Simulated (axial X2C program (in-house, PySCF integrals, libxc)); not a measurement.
**Worked dissociation energy of RhP⁺: LDA, scalar-relativistic**

All values were computed with an axial X2C code built on PySCF integrals. Spin-free means the one-electron spin-free X2C Hamiltonian. Basis: Rh dyall-cv3z [12s12p8d5f3g], P dyall-v3z [8s7p2d1f] (cores contracted in-house); Gaussian nuclei, density fitting, unrestricted open shells. Masses: Rh 102.906 u, P 30.974 u.

Molecular state: M_S = 1/2, Λ = 0 (beyond evenly filled blocks: σα).

| Quantity | Value |
| --- | --- |
| E(Rh+) (2M_S = 2, M_L = 2) | -4778.191515 hartree |
| E(P) (2M_S = 3, M_L = 0) | -340.817093 hartree |
| E(RhP⁺) at Re | -5119.208559 hartree |
| ωe | 605.1 cm⁻¹ |
| ωexe | 1.73 cm⁻¹ |

Q: Work out De and D0.

A: De = -4778.191515 + (-340.817093) − (-5119.208559) = 0.19995 hartree = 5.441 eV. The zero-point energy is ωe/2 − ωexe/4 = 302 cm⁻¹ = 0.037 eV, so D0 = 5.403 eV.

Occupations by symmetry block were frozen at the best pattern of an incomplete PBE0 search. De is counted from the lowest determinant-based energies of the atoms at the same level, without counterpoise correction. Other states lie close and PBE0, whose exact exchange favours high spin, may order them wrongly; the determinant shown need not be the ground state. The nearest other spin-free determinant of the search, M_S = 1/2, Λ = 1, lies 0.37 eV up at the distance of the search. Without a current term, density functionals place determinants with orbital angular momentum somewhat too high.

LDA overbinds, often by about an eV.

Each atomic determinant is the lowest at this level and need not be a pure term. Totals compare only within one Hamiltonian and basis.
